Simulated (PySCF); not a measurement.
# One molecule, several mistakes: BClH3OSi

These are calculations, not measurements. The program is PySCF 2.14.0, an open-source quantum chemistry code, run on an isolated molecule that a program drew, which may never have been made. The molecule is BClH3OSi (charge 0, doublet), drawn as the SMILES string `OB[SiH]Cl`.

Each row is a Hartree-Fock (HF) and frozen-core CCSD(T) single point in the cc-pV(D+d)Z basis, meant for a local HF minimum. Run 1 is clean. Each other run has one planted mistake out of seven kinds, and not every kind appears here: one electron removed, one electron added, multiplicity raised by two, geometry at a saddle point, minimal basis STO-3G, one bond length entered in bohr, all coordinates scaled. The reference is restricted for singlets and unrestricted otherwise, and also for a bond in bohr. Adding or removing an electron swaps singlet and doublet. Electrons count all cores. HOMO and LUMO are orbital energies over both spins, the gradient is its largest component, and the lowest frequency (negative if imaginary) is given only where the gradient is small. Bond lengths are over the 6 bonds as drawn. T1 is the CCSD diagnostic: over 0.02 (restricted) or 0.045 (unrestricted) a single reference is doubtful.

Geometry of the clean run:
```xyz
7
BClH3OSi, angstrom
O    -0.0802   -1.1728    1.8457
B     1.1850   -0.8191    1.5642
Si    1.5542    0.9300    0.6095
Cl    0.0039    2.3173    0.7086
H    -0.1668   -2.0251    2.2474
H     2.1085   -1.5542    1.8089
H     2.7948    1.6243    1.0190
```

```
run  electrons  basis functions  <S^2>  HOMO (eV)  LUMO (eV)  gradient (hartree/bohr)  lowest frequency (cm^-1)  mean bond (Å)  longest bond (Å)      T1  HF (hartree)  CCSD(T) (hartree)                          mistake
  1         47               89  0.765      -8.69       0.94                  3.2e-05                       101         1.5140             2.083  0.0170    -849.79402         -850.33552                         no fault
  2         47               89  1.374      -8.85       0.55                  2.1e-02                         -         1.7334             2.796  0.0365    -849.69321         -850.22501  one bond length entered in bohr
  3         47               89  0.767      -7.75       1.13                  4.2e-05                      -442         1.5022             2.070  0.0159    -849.78754         -850.33250       geometry at a saddle point
  4         47               31  0.756      -6.48       5.11                  5.2e-02                         -         1.5140             2.083  0.0178    -840.19617         -840.34421             minimal basis STO-3G
  5         47               89  3.764      -5.76      -2.12                  4.1e-02                         -         1.5140             2.083  0.0285    -849.60271         -850.13822                                ?
```

**Which mistake was planted in run 5, and what did it cost?**

Electrons, basis and geometry are unchanged, and <S^2> is 3.764, beside S(S+1) = 3.75 for a multiplicity of 4. So the mistake is: multiplicity raised by two. Subtracting run 1 and multiplying by 627.51 kcal/mol a hartree, the energy moved by 120.0 kcal/mol in HF and 123.8 kcal/mol in CCSD(T).

